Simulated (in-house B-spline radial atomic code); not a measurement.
A fraction x of an electron is removed from 4p in neutral tellurium, starting from [Kr] 4d10 5s2 5p4 and keeping the highest spin. Level of theory: non-relativistic B97-1, spin-polarised, spherical fractional occupations, point nucleus; calculated with a B-spline radial code for spherical atoms.

Caution: exact exchange at fractional occupations of open shells leaves self-interaction of up to several eV.

| x | E(x) - E(0) (eV) | 4p down level (eV) |
| --- | --- | --- |
| 0 | 0.0000 | -116.571 |
| 0.09 | 10.5473 | -117.817 |
| 0.17 | 20.0175 | -118.941 |
| 0.36 | 42.8738 | -121.663 |
| 0.4 | 47.7519 | -122.246 |
| 0.5 | 60.0498 | -123.715 |
| 0.51 | ? | ? |
| 0.63 | 76.2584 | -125.652 |
| 0.84 | ? | ? |
| 0.95 | 117.2453 | -130.544 |
| 1 | 123.7919 | -131.323 |

What belongs in the row x = 0.51?

An energy change of 61.2877 eV; 4p down at -123.863 eV.

What belongs in the row x = 0.84?

An energy change of 102.9791 eV; 4p down at -128.844 eV.

Check Janak's theorem between x = 0.09 and 0.17.

The slope of the energy is 118.38 eV; the orbital levels give 118.38 eV (-ε of the emptying orbital, averaged over the two points).
